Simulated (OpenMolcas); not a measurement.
## Lines of F3+: computed and rescaled rates

```yaml
Program: OpenMolcas 26.06
Method: "SS-CASPT2, IPEA 0.25 Eh, imaginary shift 0.1 Eh (closed shells correlated: 1s)"
Basis: ANO-R3 [4s4p2d1f]
Scalar_Hamiltonian: X2C, finite nucleus
Active_space: 4 electrons in 4 orbitals (2s 2p)
State_averaging: 2S+1 = 3 even, 3 roots; 2S+1 = 1 even, 6 roots; 2S+1 = 5 odd, 1 root; 2S+1 = 3 odd, 9 roots; 2S+1 = 1 odd, 8 roots
Spin-orbit_coupling: state interaction with AMFI integrals over the reference wave functions, term energies averaged over their components
```

Rates come from the transition moments of the reference wave functions (E1 and E2 in the length form). At fixed line strength A goes as λ^-3 for E1 and M1 and as λ^-5 for E2, so a rate at the computed wavelength can be rescaled to the measured one. Measured vacuum wavelengths follow from level energies in Moore, Atomic Energy Levels, vol. I, NSRDS-NBS 35 (1971 reprint of NBS Circular 467, 1949). Branching counts decays inside the model space alone, at computed energies, and the table is only a selection of the E2 and M1 lines, drawn from those between levels with measured partners whose computed energy lies within a factor of 1.5 of the measured one.

```tsv
Upper	Lower	Type	λ computed (nm)	λ measured (nm)	A computed (s-1)	A rescaled (s-1)	Branching %
2s² 2p² ¹S₀	2s² 2p² ¹D₂	E2	359.8	353.3	2.12e+00	2.32e+00	67.5
2s² 2p² ¹S₀	2s² 2p² ³P₁	M1	188	187.6	1.02e+00		32.4
2s² 2p² ¹D₂	2s² 2p² ³P₂	M1	400.3	406	8.54e-02		74.0
2s² 2p² ¹D₂	2s² 2p² ³P₁	M1	393.8	399.7	2.99e-02		25.9
2s² 2p² ³P₂	2s² 2p² ³P₁	M1	24350	25760	9.38e-04	7.92e-04	100.0
2s² 2p² ³P₁	2s² 2p² ³P₀	M1	46800	44400	1.76e-04	2.06e-04	100.0
```

Spin-changing lines and M1 lines between different terms are not rescaled, since their strength hangs on the term gaps too.

The largest correction is for 2s² 2p² ³P₂ → 2s² 2p² ³P₁ (M1): 9.38e-04 × (24350 / 25760)^3 = 7.92e-04 s-1, a factor of 0.84.

The computed rate and branching of 2s² 2p² ³P₁ → 2s² 2p² ³P₀ give the upper level a radiative lifetime of 1.000 / 1.76e-04 s-1 = 5.68e+03 s, counting decays inside the model space alone. The rescaled rate gives about 4.9e+03 s.

No measured rate stands beside these. Rescaling mends the energy factor alone: line strengths can still be far off where a level mixes with configurations outside the active space, and weak or spin-changing lines hang on small mixing coefficients that depend on the term gaps too, so rescaling need not improve them.

CASPT2 does not keep the components of a term degenerate, so their means are used; among the terms shown or strongly mixed into the levels shown the widest spread is 11 cm-1 (2s² 2p² ¹D). Computed and measured levels are paired by configuration, term and J; levels that our copy of the source lacks, or whose pairing is in doubt (as where it misses far off the trend of its configuration), stay unpaired. Only configurations of the active space appear.
